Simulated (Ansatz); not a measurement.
System: CHF, charge 0, singlet. A triplet may lie lower; no result for it is given here. CHF (SMILES [CH]F).
B3LYP-D3(BJ)/def2-TZVP minimum from Ansatz (a program for electronic structure):
```xyz
3

C     -0.5669     0.4516    -0.0174
F      0.5297    -0.2636     0.0165
H     -1.3661    -0.3376    -0.0445
```
Charge 0, spin multiplicity 1.

Hartree-Fock and CCSD(T) correlation energies in hartree (Ansatz). Radicals and triplets start from unrestricted determinants; spin-orbit coupling is neglected. Cores are frozen in correlated methods. No relativity. The restricted determinant of CHF ([CH]F, singlet) is unstable towards broken spin symmetry in at least one set run.

```csv
basis,X,E(HF),"E(corr, CCSD(T))"
cc-pVTZ,3,-137.81084,-0.41821
cc-pVQZ,4,-137.82189,-0.44913
cc-pV5Z,5,-137.82491,withheld
```

### Question
Fit E(corr) = E∞ + A/X³ to X = 3 and 4, predict X = 5, and compare with the run.

### Answer
A = (-0.41821 - (-0.44913))/(1/27 - 1/64) = 1.4440; E∞ = -0.44913 - A/64 = -0.47169; at X = 5, E∞ + A/125 = -0.46014. The run gave -0.46040, 0.26 mEh below the prediction. The same form on X = 4 and 5 gives E∞ = -0.47222, 0.53 mEh below the first estimate.
